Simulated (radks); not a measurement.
Charge is removed step by step from the 4s1/2 level of Au3+, starting from [Xe] 4f14 5d8. Method: Dirac Kohn-Sham, BLYP, spin-unpolarised, spherical densities, finite nucleus; open shells fill j = l - 1/2 first; Fermi nuclear charge, rms radius 5.4371 fm; computed with a radial shooting solver on a logarithmic mesh with Libxc functionals.

removed (e),E - E(0) (eV),eigenvalue (eV),E minus straight line (eV)
0,0.000,-763.96,0.000
0.125,95.742,-767.91,-1.762
0.25,191.98,-771.90,-3.029
0.375,288.72,-775.91,-3.796
0.5,385.96,-779.95,-4.059
0.625,483.71,-784.03,-3.814
0.75,581.97,-788.13,-3.059
0.875,680.74,-792.27,-1.789
1,780.03,-796.43,0.000

Removing the whole electron costs 780.03 eV by Delta-SCF, against 763.96 eV from minus the eigenvalue at the starting occupation. Slater's transition state (half an electron removed) gives 779.95 eV. Integrating minus the eigenvalue over the occupation (Janak's theorem) gives 780.03 eV. The mean slope of the eigenvalue, de/dn, is 32.5 eV per electron.
